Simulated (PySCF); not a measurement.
# What PySCF settings do for KMg

Base input, run as `python input.py` with PySCF 2.14:

```python
from pyscf import gto, scf, cc

mol = gto.M(
    atom='K 0 0 0; Mg 0 0 2.97',
    basis='sbkjc',
    ecp={'K': 'sbkjc', 'Mg': 'sbkjc'},
    charge=0,
    spin=1,
    verbose=4,
)
mf = scf.UHF(mol)
mf.kernel()
mycc = cc.CCSD(mf)
mycc.kernel()
e = mycc.eaccsd(nroots=8)[0]
print('roots (eV) =', (e*27.211386).round(3))
mf.dip_moment()
print('orbital energies (hartree):', [e[max(0, n-3):n+3].round(4) for e, n in zip(mf.mo_energy, mol.nelec)])
```

Base result: E(SCF) = -0.903086 Eh, 12 cycles, E(CCSD) − E(SCF) = -0.03106 Eh, ⟨S²⟩ = 0.802, μz(SCF) = 0.68 D, attachment roots -0.270, -0.108, -0.108, -0.026, -0.026, 0.274, 0.323, 0.331 eV. The bond length is a typed value, not an optimised one. Positive EA roots mean that the added electron is unbound. No search for the lowest solution was made.

Wall time 1.9 s on one thread of a shared host.

Each row names what differs from the base; energies in brackets are changes from the base.

```tsv
change	result
initial guess: minao → 1e [may be another electronic state] [ends in another solution than the base] [positive roots are unbound]	E(SCF) = -0.883015 Eh (+0.5462 eV), 12 cycles, E(CCSD) − E(SCF) = -0.02764 Eh, ⟨S²⟩ = 0.757, μz(SCF) = -6.59 D, attachment roots -0.732, -0.643, -0.406, -0.402, -0.309, -0.170, -0.052, -0.007 eV
PCM solvent, dielectric constant: none → 2.27; step after the SCF: eomea → analyze	E(SCF) = -0.905254 Eh (-0.0590 eV), 13 cycles, ⟨S²⟩ = 0.802, μz(SCF) = 3.99 D
geometry: bond 2.97 → bond 3.326 [positive roots are unbound]	E(SCF) = -0.918088 Eh (-0.4082 eV), 12 cycles, E(CCSD) − E(SCF) = -0.03090 Eh, ⟨S²⟩ = 0.810, μz(SCF) = 0.47 D, attachment roots -0.277, -0.043, -0.043, 0.036, 0.036, 0.265, 0.344, 0.390 eV
geometry: bond 2.97 → bond 8.91 [positive roots are unbound]	E(SCF) = -0.931096 Eh (-0.7622 eV), 6 cycles, E(CCSD) − E(SCF) = -0.03153 Eh, ⟨S²⟩ = 0.750, μz(SCF) = 0.00 D, attachment roots -0.204, 0.213, 0.227, 0.230, 0.230, 0.236, 0.236, 0.715 eV
step after the SCF: eomea → ccsd(t)	E(SCF) = -0.903086 Eh (+0.0000 eV), 12 cycles, E(CCSD) − E(SCF) = -0.03106 Eh, (T) = -0.00007 Eh, ⟨S²⟩ = 0.802, μz(SCF) = 0.68 D
step after the SCF: eomea → tdhf; number of roots: 8 → 6	E(SCF) = -0.903086 Eh (+0.0000 eV), 12 cycles, ⟨S²⟩ = 0.802, μz(SCF) = 0.68 D, first excitations without spin–orbit coupling 0.55, 0.55, 1.27, 1.36, 1.36 eV
electric field along z (a.u.): none → -0.01 [may be another electronic state] [positive roots are unbound]	E(SCF) = -0.931103 Eh (-0.7624 eV), 10 cycles, E(CCSD) − E(SCF) = -0.02782 Eh, ⟨S²⟩ = 0.752, μz(SCF) = -12.95 D, attachment roots -0.829, -0.796, -0.796, -0.757, -0.701, -0.701, -0.644, -0.254 eV
step after the SCF: eomea → tdhf	E(SCF) = -0.903086 Eh (+0.0000 eV), 12 cycles, ⟨S²⟩ = 0.802, μz(SCF) = 0.68 D, first excitations without spin–orbit coupling 0.55, 0.55, 1.27, 1.36, 1.36 eV
basis set: sbkjc → lanl2dz [positive roots are unbound] [with its own core potential]	E(SCF) = -28.606686 Eh, 13 cycles, E(CCSD) − E(SCF) = -0.03397 Eh, ⟨S²⟩ = 0.818, μz(SCF) = 0.78 D, attachment roots -0.130, -0.038, -0.038, 0.058, 0.058, 0.462, 0.462, 0.580 eV
frozen orbitals: 0 → 1	stops with ValueError (range() arg 3 must not be zero) after the SCF
spin (2S): 1 → 3	stops with ValueError (range() arg 3 must not be zero) after the SCF
electric field along z (a.u.): none → 0.2 [unsound on purpose] [may be another electronic state] [positive roots are unbound]	E(SCF) = -5.866328 Eh (-135.0567 eV), 5 cycles, E(CCSD) − E(SCF) = -0.00034 Eh, ⟨S²⟩ = 0.750, μz(SCF) = 74.66 D, attachment roots -15.527, -9.167, -9.167, -9.164, -9.164, -8.904, -8.904, -1.561 eV
DIIS space: default → 12 [positive roots are unbound]	E(SCF) = -0.903086 Eh (+0.0000 eV), 12 cycles, E(CCSD) − E(SCF) = -0.03106 Eh, ⟨S²⟩ = 0.802, μz(SCF) = 0.68 D, attachment roots -0.270, -0.108, -0.108, -0.026, -0.026, 0.274, 0.323, 0.331 eV
geometry: bond 2.97 → bond 5.94 [positive roots are unbound]	E(SCF) = -0.930948 Eh (-0.7582 eV), 10 cycles, E(CCSD) − E(SCF) = -0.03192 Eh, ⟨S²⟩ = 0.753, μz(SCF) = 0.13 D, attachment roots -0.240, 0.182, 0.182, 0.208, 0.208, 0.216, 0.259, 0.622 eV
geometry: bond 2.97 → bond 0 [unsound on purpose]	stops with RuntimeError (Ill geometry)
basis set: sbkjc → pcseg-1; core potential: on → off [positive roots are unbound]	E(SCF) = -798.624452 Eh, 13 cycles, E(CCSD) − E(SCF) = -0.17217 Eh, ⟨S²⟩ = 0.797, μz(SCF) = 2.00 D, attachment roots -0.056, 0.850, 0.899, 0.899, 1.038, 1.059, 1.059, 1.785 eV
spin (2S): 1 → 33 [unsound on purpose]	stops with AssertionError
charge: 0 → -1; spin (2S): 1 → 2 [another spin of the ion may lie lower] [no diffuse functions for the anion] [positive roots are unbound] [a high spin state]	E(SCF) = -0.905397 Eh (-0.0629 eV), 14 cycles, E(CCSD) − E(SCF) = -0.03337 Eh, ⟨S²⟩ = 2.030, attachment roots 2.142, 2.295, 2.314, 2.497, 2.568, 2.618, 2.752, 2.765 eV
```

Problem. Order these changes by how far they move the SCF energy from the base, largest first: (1) electric field along z (a.u.): none → -0.01; (2) geometry: bond 2.97 → bond 5.94; (3) geometry: bond 2.97 → bond 8.91; (4) initial guess: minao → 1e.

Solution. (1) -0.7624 eV, (3) -0.7622 eV, (2) -0.7582 eV, (4) +0.5462 eV.
